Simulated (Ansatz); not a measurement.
`C=C[SiH2][AlH2]` + H₂O → `O[SiH2][AlH2]` + `C=C` at 298.15 K and 1 bar (formal hydrolysis of the Si–C bond).

Program: Ansatz. Geometries: PBE0-D4/def2-TZVP. ΔE: electronic, gas phase. CBS: MP2 limit from def2 TZ/QZ plus the TZ coupled-cluster correction, frozen cores. This one scheme is used for every species. Each species was taken in one conformer, which may not be the lowest.

```json
{"species": "`C=C[SiH2][AlH2]`", "CCSD(T)/CBS energy (Eh)": "-611.35956", "H − E (kJ/mol)": "212.0", "S (J/(mol·K))": "358.0"}
{"species": "H₂O", "CCSD(T)/CBS energy (Eh)": "-76.37941", "H − E (kJ/mol)": "66.4", "S (J/(mol·K))": "188.7"}
{"species": "`O[SiH2][AlH2]`", "CCSD(T)/CBS energy (Eh)": "-609.28590", "H − E (kJ/mol)": "134.4", "S (J/(mol·K))": "323.8"}
{"species": "`C=C`", "CCSD(T)/CBS energy (Eh)": "-78.48111", "H − E (kJ/mol)": "144.6", "S (J/(mol·K))": "218.9"}
```

H − E and S are ideal-gas, rigid-rotor, harmonic terms from PBE0-D4/def2-TZVP, for one conformer and one mirror image of each species. 1 Eh = 2625.50 kJ/mol, R = 8.31446 J/(mol·K).

Task: By hand: ΔE, ΔH, ΔS and ΔG.

Result: ΔE = (-609.28590) + (-78.48111) − (-611.35956) − (-76.37941) = -0.02804 Eh = -73.6 kJ/mol. Δ(H − E) = 134.4 + 144.6 − 212.0 − 66.4 = 0.6, so ΔH = -73.0 kJ/mol. ΔS = 323.8 + 218.9 − 358.0 − 188.7 = -4.0 J/(mol·K). ΔG = -73.0 − 298.15 × (-4.0)/1000 = -71.8 kJ/mol.

Task: By hand: the equilibrium constant, and the temperature at which ΔG would vanish if ΔH and ΔS stayed fixed.

Result: log₁₀ K = −ΔG/(RT ln 10) = 12.6. ΔG = 0 at ΔH/ΔS = 18250 K, far beyond where these terms or the molecules hold.

The number of gas molecules stays the same, so ΔS is small and ΔH decides. A doubt of 5 kJ/mol in ΔE shifts log₁₀ K by 0.9 here. Other conformers and mirror images would add mixing entropy, several J/(mol·K) or more a flexible species. Modes under 60 cm⁻¹, often nearly free rotors, make the harmonic entropy too high. These are equilibria of isolated gas molecules and say nothing of rates. Largest T1 diagnostic: 0.012 (customary marks: 0.02 for closed shells, 0.045 for open ones).
